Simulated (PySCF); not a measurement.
(E)-1-chloro-2-fluoroprop-1-ene (C₃H₄ClF), SMILES C/C(F)=C\Cl. Geometry: PBE-D3(BJ)/def2-SVP.

Method: PySCF 2.14.0 with PBE-D3(BJ)/def2-SVP.

Harmonic wavenumbers (cm⁻¹): 151, 215, 251, 402, 443, 455, 768, 789, 913, 983, 1011, 1158, 1270, 1357, 1392, 1395, 1691, 2974, 3047, 3109, 3157. Rotational constants (GHz): 8.890, 2.199, 1.783; symmetry number 1.

### Question
Work out the zero-point energy and the ideal-gas rigid-rotor harmonic-oscillator thermochemistry at 298.15 K and 1 atm.

### Answer
ZPE = ½ Σ hcν = ½ × 26931 cm⁻¹ = 161.09 kJ/mol. H − E(el) = 178.50 kJ/mol. Entropy in J/(mol K): translation 165.48, rotation 111.40, vibration 41.21, total 318.08. G − E(el) = 83.66 kJ/mol. Cp = 87.92 J/(mol K).
